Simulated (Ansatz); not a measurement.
`[SiH3][O][AlH][SiH3]` + `BNC=C` → `BN([SiH3])C=C` + `[OH][AlH][SiH3]`  (ligand exchange at the Si–O bond)

Calculated with Ansatz (gas phase, PBE0-D4/def2-TZVP geometries, no zero-point term in ΔE). CCSD(T)/CBS adds triple-zeta CCSD(T) − MP2 to the extrapolated MP2 energy (def2 sets, frozen cores). DFT in def2-TZVPP. B3LYP here is the variant with VWN-RPA as its local correlation; programs differ in this. One conformer a species, not always the lowest.

| level | ΔE (kJ/mol) | difference from CCSD(T)/CBS |
| --- | --- | --- |
| r2SCAN-D4 | 80.4 | 5.9 |
| B3LYP-D4 | 81.4 | 6.9 |
| ωB97X-V | 78.0 | 3.5 |
| PBE | 76.3 | 1.8 |
| B3LYP | 88.9 | 14.4 |
| SCS-MP2/def2-TZVPP | 78.2 | 3.7 |
| CCSD(T)/def2-TZVPP | 75.1 | 0.6 |
| HF/CBS(def2) | 103.4 | 28.9 |
| MP2/CBS(def2) | 72.1 | -2.4 |
| CCSD/CBS(def2) | 78.6 | 4.1 |
| CCSD(T)/CBS | 74.5 | 0 |

Largest T1 diagnostic among the species: 0.014.

From PBE to PBE0 (25 % exact exchange), in def2-TZVPP and without D4, ΔE moves by +3.1 kJ/mol. In def2-TZVPP, CCSD(T) changes the Hartree–Fock value by −27.0 kJ/mol (the triples alone add −4.1 kJ/mol) and MP2 by −29.3 kJ/mol.
